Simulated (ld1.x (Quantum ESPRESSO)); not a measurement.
Gd, PAW: configuration errors across variants

Gd (Z = 64), PAW, made with ld1.x (Quantum ESPRESSO) 7.5 (LDA (PZ), fully relativistic). Core [Kr] 4d10, reference 4f7 5s2 5p6 5d1 6s2 6p0. Waves: 5s (bound): rcut 1.70, rcutus 1.75 bohr; 6s (bound): rcut 1.70, rcutus 1.75 bohr; 5p (bound): rcut 2.05, rcutus 2.30 bohr; 6p (bound, empty): rcut 2.05, rcutus 2.30 bohr; 5d (bound): rcut 2.60, rcutus 3.55 bohr; 5d channel at 1.3 Ry: rcut 2.60, rcutus 3.55 bohr; 4f (bound): rcut 0.80, rcutus 0.85 bohr; 4f channel at -0.2 Ry: rcut 0.80, rcutus 0.85 bohr. Local part: all-electron potential smoothed inside 1.80 bohr (lloc = -2). Core correction: Bessel-smoothed model core inside 0.75 bohr. Augmentation charge: PSQ, inside the norm-conserving radii.

Open shells are filled in proportion to 2j + 1 (rel_dist='average').

All-electron excitation energies from the reference (eV): (1) 4f7 5s2 5p6 5d1 6s1 6p0 6.856; (2) 4f7 5s2 5p6 5d1 6s0 6p0 19.232; (3) 4f7 5s2 5p6 5d0 6s0 6p0 39.269; (4) 4f7 5s2 5p6 5d0 6s2 6p1 1.913; (5) 4f7 5s2 5p6 5d1 6s0 6p2 6.068; (6) 4f6 5s2 5p6 5d0 6s0 6p0 83.003; (7) 4f6 5s2 5p6 5d2 6s2 6p0 8.889.

1 further variants failed, have other tests or too few solved ones, and are left out.

Errors AE − PS in meV (a dash: test not solved or not reliable):

```tsv
change	(1)	(2)	(3)	(4)	(5)	(6)	(7)	bound ghosts
base	+0.5	+3.4	+3.5	0.0	+0.4	-4.4	-21	not determined
waves 5d (bound): rcut 2.22, rcutus 2.36 bohr; 5d channel at 1.3 Ry: rcut 2.22, rcutus 2.36 bohr	+0.3	+0.6	+0.8	+0.2	-0.4	+15	-152	not determined
waves 5d (bound): rcut 2.60, rcutus 2.96 bohr; 5d channel at 1.3 Ry: rcut 2.60, rcutus 2.96 bohr	+1.8	+8.0	+49	+81	+0.9	+262	+121	not determined
waves 5d (bound): rcut 2.60, rcutus 3.72 bohr; 5d channel at 1.3 Ry: rcut 2.60, rcutus 3.72 bohr	+0.6	+2.6	+3.5	+0.1	+0.4	-5.7	-11	not determined
waves 5d (bound): rcut 2.60, rcutus 4.68 bohr; 5d channel at 1.3 Ry: rcut 2.60, rcutus 4.68 bohr	+1.4	-452	+2.6	-0.3	+3.0	-18	–	not determined
waves 5d (bound): rcut 2.60, rcutus 5.28 bohr; 5d channel at 1.3 Ry: rcut 2.60, rcutus 5.28 bohr	-0.4	+8.4	+2.1	-0.4	+1.4	-39	–	not determined
```

Problem. Give the same row for: waves 5d (bound): rcut 2.60, rcutus 4.18 bohr; 5d channel at 1.3 Ry: rcut 2.60, rcutus 4.18 bohr.

Solution. +0.9, +6.7, +3.0, -0.1, +0.5, -10, -32; bound ghosts: not determined.
